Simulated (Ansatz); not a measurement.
Abridged output of a molecular run in Ansatz:

```
Functional definition: HF
977 factors; integrals over basis functions are off by at most 1.0e-3 eV
mean field evaluation 1: about -53434.3463 eV, gradient 2.4e1 eV
mean field evaluation 2: about -53434.4427 eV, gradient 2.5e1 eV
mean field evaluation 4: about -53436.3005 eV, gradient 1.6e0 eV
mean field evaluation 8: about -53436.3207 eV, gradient 8.6e-2 eV
mean field -53436.32073838 eV, -1963.7485666962 hartree, gradient 3.0e-6 eV, S^2 0.000000; 0 other end points of the search recorded, 0 dependent functions left out
24 core orbitals not correlated: weight in the atoms' cores, before any rotation towards them, 1.000 or more for the frozen orbitals, at most 0.000 for the correlated occupied ones
reference -53436.32073838 eV, -1963.7485666962 hartree; 21, 21 occupied and 53, 53 virtual orbitals, 977 factors
second order -16.41144667 eV of doubles, -0.00000000 eV of singles
cycle   1  -17.17047584 eV  change   -7.6e-1 eV  update   8.3e-2
cycle   2  -17.47743785 eV  change   -3.1e-1 eV  update   2.2e-2
cycle   3  -17.53530242 eV  change   -5.8e-2 eV  update   9.9e-3
cycle   4  -17.53277823 eV  change    2.5e-3 eV  update   2.0e-3
cycle   5  -17.53203396 eV  change    7.4e-4 eV  update   6.3e-4
cycle   6  -17.53178602 eV  change    2.5e-4 eV  update   1.7e-4
cycle   7  -17.53175378 eV  change    3.2e-5 eV  update   5.5e-5
cycle   8  -17.53177874 eV  change   -2.5e-5 eV  update   1.4e-5
perturbative correction -0.42357727 eV, -0.0155661777 hartree
Total energy: -53454.27609439 eV, -1964.4084138590 hartree
```

Its atoms:

```xyz
5

Cl   -1.229    1.075   -1.240
Si   -0.032   -0.039   -0.041
Cl   -1.178   -1.355    0.990
Cl    1.276   -1.071   -1.196
I     1.164    1.390    1.487
```

Problem. Which basis set was used?
A. cc-pV(Q+d)Z
B. def2-SVP
C. def2-TZVPPD
D. cc-pV(T+d)Z

Solution. B. It gives 98 functions.

Problem. Write the keys of the input that set method, charge and spin (a neutral closed shell needs none for the last two).

Solution. 
```yaml
correlation: {method: ccsd_t}
```
